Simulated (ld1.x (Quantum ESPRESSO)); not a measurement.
## u(r) = r·R(r): atom against pseudo-atom (zinc (Zn))

Columns: radius, all-electron u(r) and pseudo u(r) of the 3d shell (level -12.38 eV) of zinc in the configuration [Ne] 3s2 3p6 3d10 4s1.75 4p0; PBE, scalar-relativistic, TM scheme, ld1.x (Quantum ESPRESSO) 7.5.

```json
{"r (bohr)": "0.106", "all-electron": "0.1387", "pseudo": "0.0601"}
{"r (bohr)": "0.212", "all-electron": "0.4856", "pseudo": "0.3635"}
{"r (bohr)": "0.318", "all-electron": "0.7882", "pseudo": "0.7723"}
{"r (bohr)": "0.424", "all-electron": "0.9662", "pseudo": "1.0112"}
{"r (bohr)": "0.530", "all-electron": "1.0330", "pseudo": "1.0571"}
{"r (bohr)": "0.636", "all-electron": "1.0253", "pseudo": "1.0278"}
{"r (bohr)": "0.742", "all-electron": "0.9757", "pseudo": "0.9757"}
{"r (bohr)": "0.848", "all-electron": "0.9065", "pseudo": "0.9065"}
{"r (bohr)": "0.954", "all-electron": "0.8304", "pseudo": "0.8304"}
{"r (bohr)": "1.060", "all-electron": "0.7544", "pseudo": "0.7544"}
{"r (bohr)": "1.166", "all-electron": "0.6821", "pseudo": "0.6821"}
{"r (bohr)": "1.272", "all-electron": "0.6151", "pseudo": "0.6151"}
{"r (bohr)": "1.378", "all-electron": "0.5539", "pseudo": "0.5539"}
{"r (bohr)": "1.484", "all-electron": "0.4984", "pseudo": "0.4984"}
{"r (bohr)": "1.590", "all-electron": "0.4485", "pseudo": "0.4485"}
{"r (bohr)": "1.696", "all-electron": "0.4037", "pseudo": "0.4037"}
{"r (bohr)": "1.802", "all-electron": "0.3635", "pseudo": "0.3635"}
{"r (bohr)": "1.908", "all-electron": "0.3275", "pseudo": "0.3275"}
{"r (bohr)": "2.014", "all-electron": "0.2951", "pseudo": "0.2951"}
{"r (bohr)": "2.120", "all-electron": "0.2661", "pseudo": "0.2661"}
{"r (bohr)": "2.226", "all-electron": "0.2400", "pseudo": "0.2400"}
{"r (bohr)": "2.332", "all-electron": "0.2166", "pseudo": "0.2166"}
{"r (bohr)": "2.438", "all-electron": "0.1956", "pseudo": "0.1956"}
{"r (bohr)": "2.544", "all-electron": "0.1766", "pseudo": "0.1766"}
{"r (bohr)": "2.650", "all-electron": "0.1595", "pseudo": "0.1595"}
{"r (bohr)": "2.756", "all-electron": "0.1441", "pseudo": "0.1441"}
```

Question: How many radial nodes do the two functions have?

Answer: The all-electron 3d function has n − l − 1 = 0; the pseudo-wave has 0.

Question: At about which radius was the pseudo-wave matched?

Answer: 0.75 bohr, where the columns begin to agree (steps of 0.11 bohr).

Question: Is the pseudo-wave norm-conserving?

Answer: Yes: the TM scheme keeps the norm inside the radius equal to the all-electron one, which fixes the energy derivative of the logarithmic derivative at the level.
